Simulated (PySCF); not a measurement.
lead atom (Pb), triplet (core potentials on Pb). Base run: B3LYP/def2-SV(P) (PySCF).

PySCF was given this input:
```python
from pyscf import gto, scf, dft

mol = gto.M(
    atom='''
Pb    0.00000000    0.00000000    0.00000000
''',
    basis='def2-sv(p)',
    ecp={'Pb': 'def2-sv(p)'},
    spin=2,
    verbose=4,
)

mf = dft.UKS(mol)
mf.xc = 'b3lyp'
mf.kernel()
```

Variants of this job, named by their change:

```
change                                           ΔE vs base (mEh)        outcome
-----------------------------------------------  ----------------  -------------
base                                                        0.000      converged
only_dfj = on; auxbasis = def2-universal-jfit              -0.018      converged
auxbasis = cc-pvtz-jkfit                                        -  input refused
auxbasis = cc-pvtz-ri                                           -  input refused
auxbasis = cc-pvqz-jkfit                                        -  input refused
auxbasis = autoaux                                         -0.043      converged
auxbasis = def2-svp-ri                                          -  input refused
auxbasis = default (with mf = mf.density_fit())            -0.001      converged
auxbasis = even-tempered beta=3.0                         -22.994      converged
auxbasis = def2-tzvp-ri                                         -  input refused
```

A fitting set is made for a task (jfit for Coulomb, jkfit for Coulomb and exchange, ri for correlation) and for a family of orbital bases.

Open shells are given as the SCF converged; they aren't shown to be the lowest states, and a large step between rows can be another state.

- auxbasis = cc-pvtz-jkfit: ended with `pyscf.lib.exceptions.BasisNotFoundError: Basis set not found for Pb in cc-pvtz-jkfit`
- auxbasis = cc-pvtz-ri: ended with `pyscf.lib.exceptions.BasisNotFoundError: Basis set not found for Pb in cc-pvtz-ri`
- auxbasis = cc-pvqz-jkfit: ended with `pyscf.lib.exceptions.BasisNotFoundError: Basis set not found for Pb in cc-pvqz-jkfit`
